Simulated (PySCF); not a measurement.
Radial density of Cu²⁺ (copper, charge +2)

TPSS, [Ar] 3d9, 2D determinant. Computed with PySCF 2.14 in aug-cc-pVDZ-DK (7s6p4d2f, 59 functions), with scalar relativity by spin-free X2C-1e.

```csv
r (bohr),4πr²ρ (e/bohr),4πr²(ρα − ρβ)
0.000925,0.2728,0.0000
0.00156,0.6810,0.0000
0.00262,1.664,0.0000
0.00440,3.920,0.0000
0.00740,8.699,0.0001
0.0125,17.35,0.0001
0.0209,28.78,0.0002
0.0352,35.36,0.0005
0.0593,30.21,0.0020
0.0997,30.30,0.0147
0.168,40.24,0.0982
0.282,23.60,0.4463
0.474,20.07,1.0251
0.798,18.37,0.9471
1.34,4.621,0.3342
2.26,0.4942,0.0385
3.80,0.01662,0.0003
```

Densities and radii are taken from the X2C orbitals without a picture-change correction, which distorts them close to the nucleus.
